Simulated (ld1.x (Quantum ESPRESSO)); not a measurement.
Reading a pseudo-wave (silver)

Columns: radius, all-electron u(r) and pseudo u(r) of the 4d shell (level -7.45 eV) of silver in the configuration [Kr] 4d10 5s1 5p0; PBEsol, scalar-relativistic, TM scheme, ld1.x (Quantum ESPRESSO) 7.5.

```tsv
r (bohr)	all-electron	pseudo
0.213	0.4486	-0.0404
0.425	0.0177	-0.2570
0.638	-0.5523	-0.5965
0.850	-0.8348	-0.8462
1.062	-0.8929	-0.9085
1.275	-0.8395	-0.8462
1.488	-0.7452	-0.7458
1.700	-0.6441	-0.6441
1.912	-0.5494	-0.5494
2.125	-0.4652	-0.4652
2.338	-0.3927	-0.3927
2.550	-0.3314	-0.3314
2.762	-0.2796	-0.2796
2.975	-0.2358	-0.2358
3.188	-0.1989	-0.1989
3.400	-0.1679	-0.1679
3.613	-0.1418	-0.1418
3.825	-0.1198	-0.1198
4.038	-0.1013	-0.1013
4.250	-0.0857	-0.0857
4.462	-0.0725	-0.0725
4.675	-0.0614	-0.0614
4.888	-0.0520	-0.0520
5.100	-0.0441	-0.0441
5.313	-0.0373	-0.0373
5.525	-0.0317	-0.0317
```

Q: How many radial nodes do the two functions have?

A: The all-electron 4d function has n − l − 1 = 1; the pseudo-wave has 0, since the states of the same l below it are removed with the core.

Q: At about which radius was the pseudo-wave matched?

A: 1.75 bohr, where the columns begin to agree (steps of 0.21 bohr).

Q: Is the pseudo-wave norm-conserving?

A: Yes: the TM scheme keeps the norm inside the radius equal to the all-electron one, which fixes the energy derivative of the logarithmic derivative at the level.
